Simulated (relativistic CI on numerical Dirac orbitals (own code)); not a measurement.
**Line list: Forbidden lines, Cu3+**

Method of calculation: Dirac-Coulomb-Breit CI, orbitals from a KLI potential per configuration, model QED (radiative potential, 1s self-energy scaled to tabulated hydrogen-like ionisation energies), valence Slater integrals scaled by 0.85, P86 correlation energy added to each configuration (own radial code, finite nucleus).

Configurations in the expansion (outside the closed core [Ne] 3s2): 3p6 3d8, 3p6 3d7 4s, 3p6 3d7 4p, 3p6 3d7 4d, 3p6 3d7 5s, 3p6 3d6 4s2, 3p6 3d7 5p, 3p6 3d7 4f, 3p5 3d9, 3p6 3d7 5d, 3p6 3d6 4s 4p, 3p6 3d7 5f, 3p6 3d7 5g, 3p6 3d6 4p2. Levels of other configurations are missing.

```csv
λ vac (Å),Lower,Upper,Type,A (s⁻¹),gf,Branching (%)
715.37,3p6 3d8 3F_4 [1],3p6 3d7 4s 5P_2 [19],E2,1.59e+01,6.09e-09,35.4
717.42,3p6 3d8 3F_4 [1],3p6 3d7 4s 5P_3 [18],E2,5.04e+00,2.72e-09,64.6
724.70,3p6 3d8 3F_3 [2],3p6 3d7 4s 5P_2 [19],E2,6.22e+00,2.45e-09,13.9
726.80,3p6 3d8 3F_3 [2],3p6 3d7 4s 5P_3 [18],E2,2.34e+00,1.30e-09,29.9
730.99,3p6 3d8 3F_2 [3],3p6 3d7 4s 5P_2 [19],E2,9.51e-01,3.81e-10,2.1
733.13,3p6 3d8 3F_2 [3],3p6 3d7 4s 5P_3 [18],E2,2.78e-01,1.57e-10,3.6
775.12,3p6 3d8 3F_4 [1],3p6 3d7 4s 3F_3 [16],E2,9.21e+02,5.81e-07,22.6
779.09,3p6 3d8 3F_3 [2],3p6 3d7 4s 3F_2 [17],E2,1.15e+03,5.24e-07,28.1
785.41,3p6 3d8 3F_4 [1],3p6 3d7 4s 3F_4 [15],E2,3.02e+03,2.51e-06,75.2
786.08,3p6 3d8 3F_3 [2],3p6 3d7 4s 3F_3 [16],E2,2.02e+03,1.31e-06,49.7
786.37,3p6 3d8 3F_2 [3],3p6 3d7 4s 3F_2 [17],E2,2.41e+03,1.12e-06,58.8
793.50,3p6 3d8 3F_2 [3],3p6 3d7 4s 3F_3 [16],E2,6.62e+02,4.37e-07,16.3
796.67,3p6 3d8 3F_3 [2],3p6 3d7 4s 3F_4 [15],E2,5.32e+02,4.56e-07,13.3
809.42,3p6 3d8 1D_2 [4],3p6 3d7 4s 5P_1 [20],E2,5.81e+00,1.71e-09,22.1
813.49,3p6 3d8 1D_2 [4],3p6 3d7 4s 5P_2 [19],E2,4.17e+00,2.07e-09,9.3
822.61,3p6 3d8 3F_4 [1],3p6 3d7 4s 5F_2 [13],E2,3.32e-01,1.68e-10,4.2
827.52,3p6 3d8 3F_4 [1],3p6 3d7 4s 5F_3 [12],E2,5.88e-01,4.23e-10,4.2
831.06,3p6 3d8 3P_2 [5],3p6 3d7 4s 5P_1 [20],E2,1.07e+01,3.33e-09,40.7
831.72,3p6 3d8 3F_3 [2],3p6 3d7 4s 5F_1 [14],E2,1.37e+00,4.27e-10,35.4
834.37,3p6 3d8 3F_4 [1],3p6 3d7 4s 5F_4 [11],E2,1.73e+01,1.62e-08,85.4
835.35,3p6 3d8 3P_2 [5],3p6 3d7 4s 5P_2 [19],E2,5.32e+00,2.79e-09,11.9
837.85,3p6 3d8 3P_1 [6],3p6 3d7 4s 5P_2 [19],E2,8.88e+00,4.67e-09,19.8
840.02,3p6 3d8 3F_2 [3],3p6 3d7 4s 5F_1 [14],E2,2.21e+00,7.01e-10,57.0
840.03,3p6 3d8 3F_3 [2],3p6 3d7 4s 5F_3 [12],E2,1.02e+01,7.59e-09,72.8
840.12,3p6 3d8 3P_0 [7],3p6 3d7 4s 5P_2 [19],E2,3.32e+00,1.76e-09,7.4
843.25,3p6 3d8 3F_4 [1],3p6 3d7 4s 5F_5 [10],E2,3.38e+00,3.96e-09,92.6
843.34,3p6 3d8 3F_2 [3],3p6 3d7 4s 5F_2 [13],E2,6.39e+00,3.41e-09,81.3
848.50,3p6 3d8 3F_2 [3],3p6 3d7 4s 5F_3 [12],E2,1.14e+00,8.58e-10,8.1
856.24,3p6 3d8 3F_3 [2],3p6 3d7 4s 5F_5 [10],E2,2.70e-01,3.26e-10,7.4
905.30,3p6 3d8 1D_2 [4],3p6 3d7 4s 3F_4 [15],E2,1.20e+02,1.32e-07,3.0
911.42,3p6 3d8 3P_1 [6],3p6 3d7 4s 3F_2 [17],E2,2.22e+02,1.38e-07,5.4
914.11,3p6 3d8 3P_0 [7],3p6 3d7 4s 3F_2 [17],E2,2.18e+02,1.37e-07,5.3
917.99,3p6 3d8 3P_2 [5],3p6 3d7 4s 3F_3 [16],E2,1.17e+02,1.04e-07,2.9
921.00,3p6 3d8 3P_1 [6],3p6 3d7 4s 3F_3 [16],E2,2.93e+02,2.61e-07,7.2
932.46,3p6 3d8 3P_2 [5],3p6 3d7 4s 3F_4 [15],E2,3.17e+02,3.72e-07,7.9
970.97,3p6 3d8 1D_2 [4],3p6 3d7 4s 5F_4 [11],E2,7.24e-01,9.21e-10,3.6
988.84,3p6 3d8 3P_1 [6],3p6 3d7 4s 5F_2 [13],E2,2.86e-01,2.10e-10,3.6
992.00,3p6 3d8 3P_0 [7],3p6 3d7 4s 5F_2 [13],E2,7.86e-01,5.79e-10,10.0
995.93,3p6 3d8 3P_1 [6],3p6 3d7 4s 5F_3 [12],E2,1.64e+00,1.71e-09,11.7
1002.3,3p6 3d8 3P_2 [5],3p6 3d7 4s 5F_4 [11],E2,1.84e+00,2.50e-09,9.1
2221.1,3p6 3d8 1D_2 [4],3p6 3d8 1S_0 [9],E2,1.61e+01,1.19e-08,52.6
2392.0,3p6 3d8 3P_2 [5],3p6 3d8 1S_0 [9],E2,3.02e+00,2.59e-09,9.9
2412.5,3p6 3d8 3P_1 [6],3p6 3d8 1S_0 [9],M1,1.11e+01,9.72e-09,36.5
5470.8,3p6 3d8 3F_3 [2],3p6 3d8 3P_2 [5],M1,2.58e-01,5.78e-09,40.5
55576.4,3p6 3d8 3F_4 [1],3p6 3d8 3F_3 [2],M1,1.51e-01,4.90e-07,100.0
```

Terms are leading LS components. Brackets give the number of a level in order of energy, since labels repeat. The list gives strong lines, with weight on those to low levels, among the lowest 200 of 2131 levels, so that lines to higher ones, which can be the strongest, are missing, and without lines across small gaps between configurations, and without 6 lines that miss the measured interval by over 3.5 %, start from a term whose rates miss tabulated ones by over 60 %, have gauges far apart or, lacking measured levels, span too small a gap for the errors found; lines with a level outside our table were not tested and can miss by more. Levels whose partners in the same complex of configurations lie outside the list can be far off, and so can their lines. Rates are taken at the computed energies, electric ones in the length gauge.

Correlation outside the listed configurations is missing or only estimated: errors of thousands of cm⁻¹ between configurations and terms are usual at this charge. Rates and lifetimes follow the computed energies and can be off by large factors. The fine structure of a lone outer electron comes out too small, for d and f at times inverted, and misplaced configurations move strength between like terms. 63 of the 66 excited levels that our extract of the measured tables holds in this range could be paired (the sources list more); they are missed by 1697 cm⁻¹ on average and 3180 at most, and levels without a partner can miss by more.

Q: From the table, what is the radiative lifetime of 3p6 3d7 4s 5P_2?

A: The listed rates from this level add up to about 4.47e+01 s⁻¹, 100 % of its decay; with all channels τ = 2.23e-02 s.
